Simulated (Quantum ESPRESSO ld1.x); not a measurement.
All-electron atom: the lutetium ion Lu+ in [Xe] 4f14 6s2 (the NIST ground configuration). All-electron calculation, Dirac Kohn-Sham, revPBE, spin-unpolarised, spherical densities, point nucleus. Program: ld1.x of Quantum ESPRESSO 7.5.

X-ray form factor f0, the Fourier transform of the density (f0(0) = 70):

sin(theta)/lambda (1/angstrom),f0 (electrons)
0.05,69.006
0.1,66.500
0.15,63.324
0.2,59.967
0.25,56.575
0.3,53.211
0.4,46.854
0.5,41.329
0.6,36.667
0.8,29.332
1,23.996
1.25,19.541
1.5,16.776
2,13.270
